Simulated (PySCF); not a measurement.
NbBr2, SMILES [Br][Nb][Br] (connectivity only; charge and spin as stated), neutral, multiplicity 4.

Coordinates come from a B3LYP-D3(BJ)/def2-SVP optimisation. The multiplicity is an assumed one; other spin states were not compared. The def2 effective core potentials stand for the cores of Nb; spin–orbit coupling is left out.

Two levels are set side by side: PBE/def2-TZVPD (PySCF) and r2SCAN/def2-TZVPD (PySCF). Same geometry, gas phase. Differences are taken from unrounded values.

| quantity | PBE |
|---|---|
| α-spin orbital gap (eV) | 0.89 |
| β-spin orbital gap (eV) | 4.39 |
| mean polarisability (bohr³) | 99.9 |

These are the PBE values. What does r2SCAN give? (The exact figures need the calculation; the answer reports its results.)


```csv
quantity,r2SCAN,PBE minus r2SCAN
α-spin orbital gap (eV),1.44,-0.55
β-spin orbital gap (eV),5.21,-0.82
mean polarisability (bohr³),94.7,5.2
```

Rough cost on one machine, each run with all the roots and properties that it gave: r2SCAN against PBE about 2 times.
